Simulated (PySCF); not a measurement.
Species: isopropyl acetate, C₅H₁₀O₂.
Atom-mapped SMILES: `[CH3:1][C:2](=[O:3])[O:4][CH:5]([CH3:6])[CH3:7]` (hydrogens: H8, H9, H10 on C1; H11 on C5; H12, H13, H14 on C6; H15, H16, H17 on C7)

The same species was optimised twice, with GFN2-xTB and with PBE0-D3(BJ)/def2-SVP (PySCF), and the same property calculations (PySCF, gas phase) were run on both structures.

| coordinate | GFN2-xTB | PBE0-D3(BJ)/def2-SVP | change |
| --- | --- | --- | --- |
| C5–C6 (Å) | 1.522 | 1.512 | -0.010 |
| C5–C7 (Å) | 1.525 | 1.516 | -0.009 |
| C1–C2 (Å) | 1.508 | 1.501 | -0.007 |
| C2–O4 (Å) | 1.334 | 1.339 | +0.005 |
| O4–C5 (Å) | 1.438 | 1.438 | 0.000 |
| C2=O3 (Å) | 1.203 | 1.204 | +0.001 |
| C6–C5–C7 (°) | 112.2 | 113.7 | +1.5 |
| O4–C5–C6 (°) | 107.1 | 106.4 | -0.7 |
| O3–C2–O4 (°) | 124.3 | 123.8 | -0.5 |
| C1–C2–O4 (°) | 110.7 | 110.9 | +0.2 |
| C1–C2–O3 (°) | 125.0 | 125.3 | +0.3 |
| C2–O4–C5 (°) | 117.6 | 117.5 | -0.1 |
| O4–C5–C7 (°) | 109.6 | 109.6 | 0.0 |
| C1–C2–O4–C5 (°) | 179 | 180 | +1 |
| C2–O4–C5–C6 (°) | 155 | 154 | -1 |

Rotational constants: A = 4790, B = 1694, C = 1472 MHz (GFN2-xTB) against A = 4767, B = 1704, C = 1477 MHz (PBE0-D3(BJ)/def2-SVP). Point groups within 0.08 Å: C1 and C1.

On the GFN2-xTB structure: HOMO (eV) -7.84 [PBE0/pcSseg-1]; LUMO (eV) 0.51 [PBE0/pcSseg-1]; dipole (D) 1.99 [PBE0/pcSseg-1]; GIAO shielding of C1 (ppm) 163.0 [PBE0/pcSseg-1]; GIAO shielding of C2 (ppm) 11.2 [PBE0/pcSseg-1]; GIAO shielding of O3 (ppm) -112.2 [PBE0/pcSseg-1]; GIAO shielding of O4 (ppm) 97.7 [PBE0/pcSseg-1]; GIAO shielding of C5 (ppm) 117.1 [PBE0/pcSseg-1]; GIAO shielding of C6/C7 (mean) (ppm) 163.4 [PBE0/pcSseg-1].

Task: What do these properties become on the PBE0-D3(BJ)/def2-SVP structure?

Result: 
```tsv
property	level	on GFN2-xTB	on PBE0-D3(BJ)/def2-SVP	change
HOMO (eV)	PBE0/pcSseg-1	-7.84	-7.86	-0.02
LUMO (eV)	PBE0/pcSseg-1	0.51	0.46	-0.05
dipole (D)	PBE0/pcSseg-1	1.99	1.95	-0.04
energy, GFN2-xTB geometry as zero (kcal/mol)	PBE0/pcSseg-1	0.0	-0.3	-0.3
GIAO shielding of C1 (ppm)	PBE0/pcSseg-1	163.0	161.9	-1.1
GIAO shielding of C2 (ppm)	PBE0/pcSseg-1	11.2	10.8	-0.4
GIAO shielding of O3 (ppm)	PBE0/pcSseg-1	-112.2	-114.3	-2.1
GIAO shielding of O4 (ppm)	PBE0/pcSseg-1	97.7	94.0	-3.7
GIAO shielding of C5 (ppm)	PBE0/pcSseg-1	117.1	117.8	+0.7
GIAO shielding of C6/C7 (mean) (ppm)	PBE0/pcSseg-1	163.4	161.9	-1.5
```

The heavy atoms differ by 0.012 Å rms after alignment. Among bonds between heavy atoms C5–C6 and C5–C7 change most and about equally (-0.010 to -0.009 Å). Changes are differences of the printed values. Neither structure is proved a minimum here.

Conformer computed: `[CH3:1][C:2](=[O:3])[O:4][CH:5]([CH3:6])[CH3:7]`: C1–C2–O4–C5 180°, C2–O4–C5–C6 154°.
